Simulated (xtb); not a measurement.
silicon atom (Si), triplet; GFN2-xTB (xtb).

xtb was given this input:
```
$ xtb mol.xyz --gfn 2 --uhf 2 --opt --json

# file mol.xyz
1

Si     0.00000000     0.00000000     0.00000000
```

What the program printed (banner, timings and long lists left out):

```
   ID    Z sym.   atoms
    1   14 Si     1

           -------------------------------------------------
          |                Calculation Setup                |
           -------------------------------------------------

           -------------------------------------------------
          |                 G F N 2 - x T B                 |
           -------------------------------------------------

          ...................................................
          :                      SETUP                      :
          :.................................................:
          :  # basis functions                  10          :
          :  # atomic orbitals                   9          :
          :  # shells                            3          :
          :  # electrons                         4          :
          :  max. iterations                   250          :
          :  Hamiltonian                  GFN2-xTB          :
          :  restarted?                      false          :
          :  GBSA solvation                  false          :
          :  PC potential                    false          :
          :  electronic temp.          300.0000000     K    :
          :  accuracy                    1.0000000          :
          :  -> integral cutoff          0.2500000E+02      :
          :  -> integral neglect         0.1000000E-07      :
          :  -> SCF convergence          0.1000000E-05 Eh   :
          :  -> wf. convergence          0.1000000E-03 e    :
          :  Broyden damping             0.4000000          :
          :  net charge                          0          :
          :  unpaired electrons                  2          :
          ...................................................

 iter      E             dE          RMSdq      gap      omega  full diag
   1     -1.5696099 -0.156961E+01  0.707E+00    0.00       0.0  T
   2     -1.5696099  0.444089E-15  0.566E+00    0.00       0.0  T
   3     -1.5696099 -0.444089E-15  0.436E+00    0.00       0.0  T
   4     -1.5696099  0.444089E-15  0.348E+00    0.00       0.0  T
   5     -1.5696099 -0.155431E-14  0.268E+00    0.00       0.0  T
   6     -1.5696099  0.000000E+00  0.215E+00    0.00       0.0  T
   7     -1.5696099 -0.177636E-14  0.165E+00    0.00       0.0  T
   8     -1.5696099  0.666134E-15  0.132E+00    0.00       0.0  T
   9     -1.5696099 -0.444089E-15  0.102E+00    0.00       0.0  T
  10     -1.5696099  0.155431E-14  0.815E-01    0.00       0.0  T
  11     -1.5696099  0.155431E-14  0.627E-01    0.00       0.0  T
  12     -1.5696099 -0.177636E-14  0.502E-01    0.00       0.0  T
  13     -1.5696099  0.888178E-15  0.401E-01    0.00       0.0  T
  14     -1.5696099 -0.266454E-14  0.309E-01    0.00       0.0  T
  15     -1.5696099  0.288658E-14  0.247E-01    0.00       0.0  T
  16     -1.5696099  0.666134E-15  0.190E-01    0.00       0.0  T
  17     -1.5696099 -0.444089E-15  0.152E-01    0.00       0.0  T
  18     -1.5696099 -0.177636E-14  0.122E-01    0.00       0.0  T
  19     -1.5696099  0.177636E-14  0.938E-02    0.00       0.0  T
  20     -1.5696099 -0.199840E-14  0.690E-02    0.00       0.0  T
  21     -1.5696099 -0.444089E-15  0.552E-02    0.00       0.0  T
  22     -1.5696099  0.000000E+00  0.425E-02    0.00       0.0  T
  23     -1.5696099  0.222045E-15  0.313E-02    0.00       0.0  T
  24     -1.5696099  0.111022E-14  0.250E-02    0.00       0.0  T
  25     -1.5696099  0.888178E-15  0.200E-02    0.00       0.0  T
  26     -1.5696099 -0.888178E-15  0.160E-02    0.00       0.0  T
  27     -1.5696099  0.155431E-14  0.128E-02    0.00       0.0  T
  28     -1.5696099 -0.177636E-14  0.986E-03    0.00       0.0  T
  29     -1.5696099  0.199840E-14  0.789E-03    0.00       0.0  T
  30     -1.5696099 -0.199840E-14  0.607E-03    0.00       0.0  T
  31     -1.5696099 -0.133227E-14  0.486E-03    0.00       0.0  T
  32     -1.5696099  0.133227E-14  0.374E-03    0.00       0.0  T
[...]
         :: total energy              -1.569609938455 Eh    ::
[...]

 transition dipole moment (au) for excitation:           2           3
     X       Y       Z
   0.0000   0.0000  -0.0000  total (au/Debye):    0.000   0.000
 dE (eV)             :    0.000
 oscillator strength :  0.46926E-42

         :::::::::::::::::::::::::::::::::::::::::::::::::::::
         ::                     SUMMARY                     ::
         :::::::::::::::::::::::::::::::::::::::::::::::::::::
         :: total energy              -1.569609938455 Eh    ::
         :: gradient norm              0.000000000000 Eh/a0 ::
         :: HOMO-LUMO gap              0.000000000779 eV    ::
         ::.................................................::
         :: SCC energy                -1.569609938455 Eh    ::
         :: -> isotropic ES           -0.004033935417 Eh    ::
         :: -> anisotropic ES          0.000000000000 Eh    ::
         :: -> anisotropic XC         -0.000000000000 Eh    ::
         :: -> dispersion              0.000000000000 Eh    ::
         :: repulsion energy           0.000000000000 Eh    ::
         :: add. restraining           0.000000000000 Eh    ::
         :: total charge              -0.000000000000 e     ::
         :::::::::::::::::::::::::::::::::::::::::::::::::::::

           -------------------------------------------------
          |                Property Printout                |
           -------------------------------------------------

    * Orbital Energies and Occupations

         #    Occupation            Energy/Eh            Energy/eV
      -------------------------------------------------------------
         1        2.0000           -0.4757212             -12.9450
         2        0.6667           -0.1778917              -4.8407
         3        0.6667           -0.1778917              -4.8407 (HOMO)
         4        0.6667           -0.1778917              -4.8407 (LUMO)
         5                          0.0333672               0.9080
         6                          0.0333672               0.9080
         7                          0.0333672               0.9080
         8                          0.0333672               0.9080
         9                          0.0333672               0.9080
      -------------------------------------------------------------
                  HL-Gap            0.0000000 Eh            0.0000 eV
             Fermi-level           -0.2520198 Eh           -6.8578 eV

     #   Z          covCN         q      C6AA      α(0)
     1  14 Si       0.000    -0.000   321.225    38.936

 Mol. C6AA /au·bohr⁶  :        321.225427
 Mol. C8AA /au·bohr⁸  :      22976.177107
 Mol. α(0) /au        :         38.935512

Wiberg/Mayer (AO) data.
largest (>0.10) Wiberg bond orders for each atom

 ---------------------------------------------------------------------------
     #   Z sym  total        # sym  WBO       # sym  WBO       # sym  WBO
 ---------------------------------------------------------------------------
     1  14 Si   0.000
 ---------------------------------------------------------------------------

molecular dipole:
                 x           y           z       tot (Debye)
 q only:        0.000       0.000       0.000
   full:       -0.000      -0.000      -0.000       0.000
molecular quadrupole (traceless):
                xx          xy          yy          xz          yz          zz
 q only:        0.000       0.000       0.000       0.000       0.000       0.000
  q+dip:        0.000       0.000       0.000       0.000       0.000       0.000
   full:        0.000      -0.000      -0.000      -0.000      -0.000       0.000

optimized geometry written to: xtbopt.xyz

           -------------------------------------------------
          | TOTAL ENERGY               -1.569609938455 Eh   |
          | GRADIENT NORM               0.000000000000 Eh/α |
          | HOMO-LUMO GAP               0.000000000779 eV   |
           -------------------------------------------------

normal termination of xtb
```
